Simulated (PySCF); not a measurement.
## How the method changes the constants of ReH

State: ⁵Σ⁺ (quintet), unpaired electrons π ↑↑, δ ↑↑. Set-up: PySCF, scalar-relativistic core potentials, basis sets Re def2-TZVPP with ECP60, H def2-TZVPP. De refers to Re (5d5 6s2) + H in their high-spin ground configurations, without counterpoise correction. The functionals are run spin-unrestricted. A positive dipole means Re(−)H(+).

| Level | Re (Å) | ωe (cm⁻¹) | De (eV) | μ (D) |
| --- | --- | --- | --- | --- |
| ROHF | 1.641 | 2136 | n/a | -1.91 |
| ROHF-MP2 | 1.603 | 2266 | n/a | n/a |
| ROHF-SCS-MP2 | 1.612 | 2230 | n/a | n/a |
| ROHF-CCSD | 1.631 | 2108 | 1.98 | n/a |
| ROHF-CCSD(T) | 1.633 | 2092 | 2.08 | n/a |
| PBE | 1.639 | 2086 | 2.41 | -1.15 |
| r²SCAN | 1.635 | 2111 | 2.27 | -1.15 |
| M06-L | 1.649 | 2042 | 2.18 | -1.34 |
| TPSSh | 1.642 | 2107 | 2.46 | -1.38 |
| PBE0 | 1.632 | 2119 | 2.21 | -1.33 |
| M06 | 1.637 | 2072 | 2.31 | -1.16 |
| BHandHLYP | 1.635 | 2100 | 2.09 | -1.40 |
| CAM-B3LYP | 1.636 | 2115 | 2.29 | -1.36 |

The bond length runs from 1.603 Å (ROHF-MP2) to 1.649 Å (M06-L). De spans 1.98 eV (ROHF-CCSD, coupled cluster) to 2.46 eV (TPSSh, hybrid meta-GGA).

Correlated steps freeze no core orbitals. The metal atom is held in its measured ground configuration; semilocal functionals can put another filling of s and d lower by some tenths of an eV, and De to that atom would be smaller. Spin–orbit coupling is left out, which matters for elements this heavy, above all for dissociation energies. UHF is strongly spin-contaminated for ReH, so the ROHF reference used there is far from stable. The state is the lowest single determinant that the PBE0 search found; with open d or f shells the true ground state can be another one.

The whole job (state search and all levels along the bond) took about 9.5 min on 1 thread of Arm Neoverse V1 (shared host), peak memory 1.5 GiB.
